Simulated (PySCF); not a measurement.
# Unknowns

[PySCF: J: B3LYP/pcJ-1 (spin–dipole term left out of most H,H and C,H couplings); geometry: GFN2-xTB; GIAO PBE0/pcSseg-1 shieldings; one computed conformer; equivalent nuclei averaged; non-relativistic Hamiltonian; in vacuum]

Shifts are taken against calculated references (same method and geometry level): $^{1}$H, $^{13}$C vs TMS. Multiplet labels drop J under 1 Hz and among equivalent protons, and merge close values. Unscaled 3J(H,H) run several per cent high. Splittings of carbon signals by F and P are missing where no couplings were computed. Where no couplings were computed, multiplicities follow the n + 1 count of equivalent neighbours, and m marks all less simple cases (inequivalent or close neighbours, rings, F or P nearby). One-bond C–F couplings are unscaled and too large by tens of Hz. Shifts are as computed. Against solution values, carbons near 30 ppm lie about +3 ppm off and those near 130 ppm about +5 ppm. Of 1211 compounds with measured shifts, 218 miss one by over three times the rms of a fit or turn the order of signals round; such compounds aren't used in these exercises.

(1) C4H4F2. $^{1}$H NMR (400 MHz, computed): δ 5.42 (m, 4H). $^{13}$C{$^{1}$H} NMR (computed): δ 94.0 (C, m), 73.2 (CH2, m). Identify the compound.

(2) C5H7FOSi. $^{1}$H NMR (300 MHz, computed): δ 7.91 (m, 1H), 7.35 (m, 1H), 6.59 (m, 1H), 6.05 (m, 1H), 4.32 (d, 3H). $^{13}$C{$^{1}$H} NMR (computed): δ 160.9, 154.7, 145.2, 138.3, 133.1. Identify the compound.

## Answers

(1) `InChI=1S/C4H4F2/c5-3-1-2-4-6/h3-4H2`. The formula gives 2 degrees of unsaturation (no ring in the answer). 2 carbon signals for 4 carbons: some carbons are equivalent by symmetry or fast rotation. Carbon types of the structure: 2 × C, 2 × CH2, which accounts for all hydrogens. δC 94.0: alkyne carbon; the triple bond shields along its axis, which puts it between sp3 and sp2 carbons. δC 73.2: propargylic sp3 CH2 bonded to F; deshielded by the electronegative neighbour. δH 5.42: hydrogen on a propargylic sp3 CH2 bonded to F; its carbon carries F, an electronegative neighbour.

The data come from this structure; uniqueness wasn't tested.

(2) `InChI=1S/C5H7FOSi/c1-2-4(3-8)5(6)7/h2-3H,1H2,8H3/b4-3+`. Rings plus π bonds: 3 (no ring in the answer). 5 carbon signals for 5 carbons: no two carbons are equivalent. Carbon types of the structure: 2 × C, 2 × CH, 1 × CH2, leaving 3 H on heteroatoms. δC 154.7: β carbon of a C=C–C=O unit; conjugation with the carbonyl draws π density from the β position. δC 145.2: α carbon of a C=C–C=O unit; as expected for a trigonal carbon in a double bond. δC 138.3: alkene CH; the olefinic region. δC 133.1: terminal =CH2 carbon; an sp2 carbon of a C=C bond.

The shifts were computed for this structure.
